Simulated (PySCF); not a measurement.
C4H10N, SMILES C([CH2])NCC, multiplicity 2.

The structure is a stationary point at PBE0-D3(BJ)/def2-SVP. The isomer is the one that the SMILES or the coordinates give; other isomers of the formula were not compared. The values are those of a single conformer.

Level of theory: PySCF with TDA-PBE0/def2-SVPD.

Vertical excitations. Isolated molecule, no solvent.

| state | energy (eV) | λ (nm) | f | main pairs |
|---|---|---|---|---|
| root 1 | 3.68 | 337 | 0.010 | β HOMO→LUMO 98 % |
| root 2 | 5.44 | 228 | 0.013 | α HOMO→LUMO 84 % |
| root 3 | 5.96 | 208 | 0.001 | α HOMO−1→LUMO 28 %, α HOMO→LUMO+1 14 %, β HOMO→LUMO+1 45 % |
| root 4 | 6.11 | 203 | 0.010 | α HOMO→LUMO+1 30 %, α HOMO−1→LUMO 16 %, α HOMO→LUMO 5 %, β HOMO→LUMO+1 42 % |
| root 5 | 6.16 | 201 | 0.007 | α HOMO→LUMO+2 66 %, α HOMO→LUMO+3 10 % |
| root 6 | 6.37 | 195 | 0.005 | α HOMO→LUMO+3 59 %, α HOMO→LUMO+2 23 % |
| root 7 | 6.41 | 193 | 0.001 | α HOMO−1→LUMO 42 %, α HOMO→LUMO+1 25 %, α HOMO→LUMO+3 18 % |
| root 8 | 6.55 | 189 | 0.001 | β HOMO−2→LUMO 57 %, β HOMO−5→LUMO 21 %, β HOMO−1→LUMO 10 % |
| root 9 | 6.67 | 186 | 0.001 | β HOMO→LUMO+2 70 %, β HOMO→LUMO+3 20 % |
| root 10 | 6.69 | 185 | 0.002 | α HOMO−1→LUMO+3 6 %, β HOMO→LUMO+4 40 %, β HOMO→LUMO+3 33 %, β HOMO→LUMO+2 9 % |
Unrestricted roots are not spin-pure.
